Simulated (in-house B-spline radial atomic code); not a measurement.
**Ionising neutral bismuth with different functionals**

Computed with a radial B-spline atomic code at the basis-set limit: four-component Dirac-Coulomb Hamiltonian, Fermi nucleus of rms radius 5.5211 fm, spin-restricted, spherical fractional occupations for the functionals. The ionisation energy is the difference of two self-consistent energies, [Xe] 4f14 5d10 6s2 6p3 → [Xe] 4f14 5d10 6s2 6p2, without Breit or QED terms; ε is the level of the shell that loses the electron (mean over j). The electron is taken from both j subshells in proportion to 2j + 1, so the result is a j average, not the step between ground levels.

Hybrids are left out here: with spherical fractional occupations of an open shell their exact exchange keeps a self-interaction that integer-occupation calculations don't have.

```json
{"method": "LDA VWN5", "rung": "LDA", "ΔSCF (eV)": "8.30", "-ε(6p) (eV)": "4.91"}
{"method": "relativistic LDA", "rung": "LDA", "ΔSCF (eV)": "8.29", "-ε(6p) (eV)": "4.91"}
{"method": "LDA PW92", "rung": "LDA", "ΔSCF (eV)": "?", "-ε(6p) (eV)": "?"}
{"method": "LDA exchange-only", "rung": "LDA", "ΔSCF (eV)": "?", "-ε(6p) (eV)": "?"}
{"method": "PBE", "rung": "GGA", "ΔSCF (eV)": "8.06", "-ε(6p) (eV)": "4.71"}
{"method": "PBEsol", "rung": "GGA", "ΔSCF (eV)": "8.10", "-ε(6p) (eV)": "4.74"}
{"method": "BLYP", "rung": "GGA", "ΔSCF (eV)": "7.97", "-ε(6p) (eV)": "4.60"}
{"method": "RPBE", "rung": "GGA", "ΔSCF (eV)": "7.98", "-ε(6p) (eV)": "4.65"}
{"method": "PW91", "rung": "GGA", "ΔSCF (eV)": "8.12", "-ε(6p) (eV)": "4.76"}
{"method": "BP86", "rung": "GGA", "ΔSCF (eV)": "8.22", "-ε(6p) (eV)": "4.86"}
{"method": "AM05", "rung": "GGA", "ΔSCF (eV)": "8.05", "-ε(6p) (eV)": "4.68"}
{"method": "OLYP", "rung": "GGA", "ΔSCF (eV)": "7.81", "-ε(6p) (eV)": "4.46"}
```

Q: What does LDA exchange-only give?

A: ΔSCF 7.24 eV, and -ε(6p) = 3.92 eV.

Q: What does LDA PW92 give?

A: ΔSCF 8.30 eV, and -ε(6p) = 4.91 eV.

Q: How do they compare with the NIST value?

A: NIST lists 7.286 eV (measured, ground level to ground level). Errors run from -0.05 to +1.02 eV. The correlated functionals all miss on the same side by more than they spread, so the cause is common to them (Breit-QED terms, spin polarisation, the choice among j levels, multiplet and fine-structure energies, or a listed next ion that isn't the cheapest removal here) and closeness doesn't rank the functionals.
